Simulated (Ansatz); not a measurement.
System: sum formula WO2Br2, charge 1, multiplicity 2. The spin state was set by rule; other spins were not relaxed. SMILES of the parent species: [O]=[W](=[O])([Br])[Br]
Geometry from a B3LYP-D3(BJ)/def2-TZVP (Ansatz, a quantum-chemistry and plane-wave program) optimisation:
```xyz
5

W      0.4212    -0.0532     0.1461
O      1.8542    -0.5474    -0.7195
O      1.0917     0.1751     1.7416
Br    -0.3917     1.9923    -0.7062
Br    -1.1721    -1.7947     0.1636
```
Charge +1, spin multiplicity 2.

Parts of the frozen-core correlation energy in def2-SVP (Ansatz, hartree). Frozen orbitals: 34; correlated occupied orbitals by spin: 16 and 15; virtual: 74 and 75. Open shells are spin-unrestricted. No spin-orbit coupling. Past Kr the def2 sets carry scalar-relativistic core potentials.

```
term                             value
-------------------------  -----------
reference (HF)             -5359.96550
MP2 opposite-spin                  ___
MP2 same-spin                      ___
CCSD correlation                   ___
(T)                           -0.04268
T1 diagnostic                    0.053
largest doubles amplitude        0.075
<S^2> of the reference           1.205
```

Task: Some entries are withheld; supply them.

Result: 
- MP2 opposite-spin, value: -0.53701
- MP2 same-spin, value: -0.23199
- CCSD correlation, value: -0.79750
